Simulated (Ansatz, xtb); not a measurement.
## Isomers of AlNOS in order of energy

5 gas-phase structures of AlNOS, found in a search over its isomers (lower ones may exist). Each was relaxed with GFN2-xTB:

A. a triplet given by its coordinates
B. the triplet with the links of `[N]1=[S]2[O][Al]12`
C. a triplet given by its coordinates
D. `O=S=[N][Al]`, a singlet
E. `[Al][O]N=S`, a triplet

C (Å):

```xyz
4

Al   -0.9048    0.9819    0.2362
N     0.2420   -0.6394   -1.0239
O     0.1040    0.7281   -1.1163
S    -0.5393   -1.3333    0.2076
```

Close contacts (Å): Al1–O3 1.71, Al1–S4 2.34, N2–O3 1.38, N2–S4 1.62.

A (Å):

```yaml
atoms:
  - { symbol: Al, position_ang: [0.1090, 0.6883, -1.8453] }
  - { symbol: N, position_ang: [-0.6378, 0.0898, -0.2660] }
  - { symbol: O, position_ang: [0.6102, -0.5102, -0.7431] }
  - { symbol: S, position_ang: [-1.2067, -0.4901, 1.0925] }
```

Close contacts (Å): Al1–N2 1.85, Al1–O3 1.70, N2–O3 1.46, N2–S4 1.58.

Estimate their order in r2SCAN-D4/def2-SVP energy at these geometries, lowest first.

Calculated order at r2SCAN-D4/def2-SVP: D (0.0), B (25.7), C (82.1), A (137.0), E (148.2) kJ/mol.

Energies above the lowest of each column, in kJ/mol; the last columns are at BLYP-D3(BJ)/def2-SVP geometries and were run for some of them only (a dash: not run or not comparable):

```csv
structure,HF/STO-3G,r2SCAN-D4/def2-SVP,BLYP-D3(BJ)/def2-SVP,CCSD(T)/def2-TZVPP
D,467.6,0.0,0.0,0.0
B,50.9,25.7,73.5,80.3
C,0.0,82.1,91.8,–
A,69.8,137.0,–,–
E,97.1,148.2,–,–
```

CCSD(T)/def2-TZVPP puts D lowest of those it was run on; HF/STO-3G picks C. Some further structures that were screened fall inside this span and aren't listed. Flexible structures stand in one conformer each, not always the lowest. Frequencies (BLYP-D3(BJ)/def2-SVP) were run for B, D alone. GFN2-xTB has no spin polarisation and isn't compared across spin states. Open shells are spin-unrestricted. Large T1 diagnostics make some coupled-cluster values less sure.

Programs: Ansatz 0.2.0, xtb 6.7.1.
